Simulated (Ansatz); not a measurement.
Calculated with Ansatz (gas phase, PBE0-D4/def2-TZVP geometries, no zero-point term in ΔE). CCSD(T)/CBS is the MP2 limit (def2-TZVPP, def2-QZVPP) plus CCSD(T) − MP2 in def2-TZVPP, frozen cores. This one scheme is used for every species. Functionals use def2-TZVPP. One conformer a species, not always the lowest.

`O[SiH](O)N[SiH2]Cl` + `BN` → `BN[SiH2]Cl` + `N[SiH](O)O`  (ligand exchange at the Si–N bond)

`O[SiH](O)N[SiH2]Cl`:

Z-matrix (Å, degrees):
```
Si
O 1 1.637
N 1 1.729 2 106.3
O 1 1.629 2 107.6 3 -123.2
H 1 1.476 2 115.1 3 120.8
H 2 0.961 1 118.1 3 -48.1
Si 3 1.707 1 126.9 2 -11.0
H 3 1.010 1 116.6 2 158.9
H 4 0.959 1 118.1 2 48.7
Cl 7 2.077 3 111.5 1 64.4
H 7 1.479 3 109.2 1 -177.5
H 7 1.477 3 112.0 1 -52.4
```

`BN`:

```xyz
6

B     0.670    0.057    0.120
N    -0.689   -0.059   -0.123
H     1.419    0.155   -0.808
H     1.059    0.056    1.252
H    -1.374   -0.144    0.608
H    -1.085   -0.065   -1.048
```

`BN[SiH2]Cl`:

Cartesian coordinates in Å:
```
B 0.240 -0.785 -1.352
N 0.215 0.352 -0.530
Si -0.380 0.409 1.093
Cl 1.165 0.554 2.441
H -0.191 -1.816 -0.921
H 0.682 -0.704 -2.460
H 0.595 1.207 -0.912
H -1.207 1.622 1.285
H -1.119 -0.839 1.356
```

`N[SiH](O)O`:

Z-matrix (Å, degrees):
```
Si
O 1 1.639
O 1 1.639 2 116.1
N 1 1.714 2 107.1 3 -119.6
H 1 1.475 2 104.4 3 114.2
H 2 0.959 1 117.1 3 74.9
H 3 0.959 1 117.0 2 -75.2
H 4 1.008 1 119.6 2 171.6
H 4 1.008 1 119.6 2 -46.2
```

| species | PBE-D4 energy (Eh) |
| --- | --- |
| `O[SiH](O)N[SiH2]Cl` | -1247.63540 |
| `BN` | -81.95317 |
| `BN[SiH2]Cl` | -832.00838 |
| `N[SiH](O)O` | -497.56999 |

(1) Work out ΔE.

Largest T1 diagnostic among the species: 0.012.

Answers

(1) ΔE = (-832.00838) + (-497.56999) − (-1247.63540) − (-81.95317) = 0.01020 Eh = +6.4 kcal/mol. CCSD(T)/CBS gives +5.3 kcal/mol.

In def2-TZVPP, CCSD(T) changes the Hartree–Fock value by +1.5 kcal/mol (the triples alone add +0.3 kcal/mol) and MP2 by +1.5 kcal/mol. The D4 term adds +1.7 kcal/mol with B3LYP and +1.0 kcal/mol with PBE0; it sums over pairs of atoms, weighted by their polarisabilities, and B3LYP, whose exchange is more repulsive, gets the larger term.

B3LYP here is the variant with VWN-RPA as its local correlation; programs differ in this.
